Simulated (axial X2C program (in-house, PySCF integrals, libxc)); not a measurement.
**Testing model relations on KRb⁻**

A bond curve at the PBEsol level, 2c, was computed with an axial X2C code built on PySCF integrals (basis Rb dyall-av3z [13s14p9d2f], K dyall-av3z [12s13p5d2f] (cores contracted in-house)) for the state Ω = 1/2 (⟨Sz⟩ = 0.50, ⟨Lz⟩ = 0.00 at PBEsol). Its fit gives Re = 4.5371 Å, ωe = 49.0 cm⁻¹, ωexe = 0.238 cm⁻¹ and αe = 1.883e-04 cm⁻¹; the masses are 84.9118 and 38.9637 u. Two-component means X2C with spin–orbit coupling and atomic mean-field Coulomb and Gaunt terms.

**Question.** Find the reduced mass, Be and the force constant.

**Answer.** From the PBEsol values: μ = 26.7081 u. Be = 16.8576/(μ Re²) = 0.03066 cm⁻¹. k = 5.8918×10⁻⁷ μ ωe² = 0.0378 mdyn/Å.

**Question.** Estimate the centrifugal constant by the Kratzer relation.

**Answer.** D = 4Be³/ωe² = 4.80e-08 cm⁻¹.

**Question.** Where do the fundamental and the first overtone lie?

**Answer.** ν(1←0) = ωe − 2ωexe = 48.5 cm⁻¹; ν(2←0) = 2ωe − 6ωexe = 96.6 cm⁻¹.

**Question.** Estimate De from a Morse curve and compare with the computed well depth of 0.589 eV to Rb + K-.

**Answer.** De(Morse) = ωe²/(4ωexe) = 0.313 eV against 0.589 eV computed, a ratio of 0.53. The extrapolation falls short: long-range attraction (ionic or ion–induced dipole) or a change of character along the curve can cause this.

**Question.** A Morse curve ties αe to the other constants (Pekeris). How well does that hold?

**Answer.** αe(Morse) = 6Be²/ωe × (√(ωexe/Be) − 1) = 2.056e-04 cm⁻¹; the PBEsol curve gives 1.883e-04 cm⁻¹, a ratio of 1.09.

The state is one determinant whose occupation by symmetry is held fixed; it was picked as the lowest of a PBE0 search that is not exhaustive. De is counted from the lowest determinant-based energies of the atoms at the same level, without counterpoise correction. Density functionals use the spin component along the axis (collinear). The highest occupied level of some functionals is positive through self-interaction error; at Hartree–Fock it is bound.
